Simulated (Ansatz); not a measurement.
The same path of AlFH3OSi (7 atoms, charge 0, multiplicity 2) was run 3 times with different band settings.

All numbers below come from UHF/def2-SVP (Ansatz).

Relaxed end points:

```xyz
7
Properties=species:S:1:pos:R:3
F 0.598 -2.948 1.322
Al -0.608 -2.095 0.578
O -0.286 -0.520 0.088
Si 0.020 1.013 -0.395
H -0.641 1.280 -1.693
H -0.498 1.974 0.606
H 1.477 1.227 -0.552
```

```xyz
7
Properties=species:S:1:pos:R:3
F -0.172 -2.704 1.845
Al -0.126 -2.243 0.257
O -0.027 -0.603 -0.095
Si 0.073 0.996 -0.431
H -0.883 1.350 -1.505
H -0.244 1.801 0.770
H 1.441 1.334 -0.886
```

Common settings: movable images 5; spring 5.0 eV/Å²; force threshold 0.03 eV/Å; iteration limit 60; end points relaxed.

| run | climbing image | optimiser | start path |
| --- | --- | --- | --- |
| 1 | yes | quadratic models (default) | IDPP |
| 2 | from the first iteration | fire | IDPP |
| 3 | yes | quadratic models (default) | straight line |

(1) What does each run give, and how far can it be trusted?

Results:

(1) Run 1: converged after 5 iterations, highest image 0.000 eV above the first end. The highest image is an end point: on this band no image between the ends rises above it.
Run 2: converged after 16 iterations, highest image 0.001 eV above the first end. The top lies less than 8 meV above the higher end, about what the thresholds resolve: that end is a shoulder or a very shallow well. Another band between the same ends (5 images) ends at a top of the same energy, where a vibrational analysis finds no clearly imaginary modes.
Run 3: converged after 7 iterations, highest image 0.000 eV above the first end. The highest image is an end point: on this band no image between the ends rises above it.
